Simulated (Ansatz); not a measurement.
The inner images of a band of B₂H₇N₃O (13 atoms, charge 0, multiplicity 1) are given out of order.

All numbers below come from RKS PBE0-D4/6-31G* in Ansatz.

Image 0:

```xyz
13
Properties=species:S:1:pos:R:3
N 0.327 -2.075 0.632
B 0.454 -0.717 0.216
N 1.730 -0.107 0.099
N -0.753 0.031 -0.110
B -0.899 1.389 -0.446
O -2.153 1.868 -0.735
H 1.115 -2.626 0.931
H -0.556 -2.484 0.886
H 2.589 -0.571 0.342
H 1.855 0.822 -0.265
H -1.619 -0.497 -0.109
H 0.055 2.127 -0.481
H -2.125 2.807 -0.944
```

Image 8:

```xyz
13
Properties=species:S:1:pos:R:3
N 0.335 -2.080 0.611
B 0.454 -0.708 0.241
N 1.722 -0.069 0.212
N -0.751 0.026 -0.119
B -0.897 1.378 -0.483
O -2.152 1.849 -0.785
H -0.553 -2.517 0.794
H 1.114 -2.618 0.953
H 2.584 -0.553 0.401
H 1.847 0.862 -0.146
H -1.616 -0.502 -0.113
H 0.056 2.116 -0.533
H -2.123 2.782 -1.017
```

Q: Put them in order from the first end to the last, with their energies above the first end.
A.
```xyz
13
Properties=species:S:1:pos:R:3
N 0.256 -2.106 0.602
B 0.392 -0.695 0.292
N 1.664 -0.073 0.323
N -0.790 0.038 -0.120
B -0.896 1.363 -0.592
O -2.090 1.789 -1.118
H 1.107 -2.650 0.574
H -0.287 -2.364 1.415
H 2.445 -0.504 0.788
H 1.814 0.892 0.076
H -1.611 -0.540 -0.260
H 0.048 2.113 -0.551
H -2.032 2.703 -1.414
```
B.
```xyz
13
Properties=species:S:1:pos:R:3
N 0.275 -1.986 0.889
B 0.327 -0.607 0.536
N 1.268 0.258 1.158
N -0.625 -0.090 -0.437
B -0.676 1.182 -1.037
O -1.711 1.469 -1.893
H -0.260 -2.671 0.383
H 0.849 -2.385 1.613
H 2.072 -0.094 1.651
H 1.350 1.225 0.892
H -1.381 -0.712 -0.699
H 0.170 2.011 -0.808
H -1.638 2.366 -2.234
```
C.
```xyz
13
Properties=species:S:1:pos:R:3
N 0.163 -1.982 0.944
B 0.327 -0.627 0.481
N 1.359 0.185 1.016
N -0.627 -0.095 -0.476
B -0.722 1.211 -0.999
O -1.819 1.548 -1.753
H 0.077 -2.737 0.282
H 0.686 -2.271 1.757
H 2.148 -0.219 1.492
H 1.491 1.146 0.749
H -1.426 -0.691 -0.660
H 0.136 2.031 -0.781
H -1.774 2.466 -2.037
```
D.
```xyz
13
Properties=species:S:1:pos:R:3
N 0.312 -2.088 0.608
B 0.426 -0.705 0.255
N 1.707 -0.101 0.165
N -0.778 0.041 -0.074
B -0.901 1.379 -0.496
O -2.122 1.829 -0.934
H 1.139 -2.652 0.724
H -0.469 -2.443 1.134
H 2.518 -0.515 0.595
H 1.836 0.859 -0.106
H -1.624 -0.512 -0.163
H 0.049 2.123 -0.484
H -2.073 2.750 -1.207
```
E.
```xyz
13
Properties=species:S:1:pos:R:3
N 0.102 -2.029 0.885
B 0.324 -0.648 0.433
N 1.448 0.097 0.855
N -0.682 -0.057 -0.422
B -0.783 1.258 -0.924
O -1.910 1.623 -1.614
H 0.476 -2.739 0.266
H 0.467 -2.211 1.812
H 2.220 -0.334 1.336
H 1.611 1.056 0.589
H -1.492 -0.651 -0.563
H 0.102 2.058 -0.741
H -1.862 2.541 -1.897
```
F.
```xyz
13
Properties=species:S:1:pos:R:3
N 0.114 -2.086 0.764
B 0.335 -0.670 0.379
N 1.534 0.015 0.674
N -0.742 -0.010 -0.318
B -0.839 1.306 -0.819
O -1.987 1.691 -1.459
H 0.816 -2.696 0.353
H 0.191 -2.215 1.769
H 2.299 -0.424 1.158
H 1.702 0.977 0.420
H -1.545 -0.613 -0.465
H 0.075 2.084 -0.687
H -1.931 2.606 -1.754
```
G.
```xyz
13
Properties=species:S:1:pos:R:3
N 0.178 -2.110 0.660
B 0.361 -0.685 0.332
N 1.605 -0.036 0.497
N -0.777 0.021 -0.212
B -0.876 1.340 -0.704
O -2.046 1.744 -1.292
H 0.999 -2.667 0.452
H -0.054 -2.277 1.634
H 2.376 -0.476 0.972
H 1.767 0.929 0.255
H -1.583 -0.576 -0.365
H 0.057 2.101 -0.622
H -1.987 2.657 -1.592
```

A: D (+0.04 eV), A (+0.18 eV), G (+0.34 eV), F (+0.41 eV), E (+0.31 eV), C (+0.11 eV), B (0.00 eV).

Run time: 4.3 min on 2 threads of Arm Neoverse V2, on a shared host, peak memory 0.23 GiB.
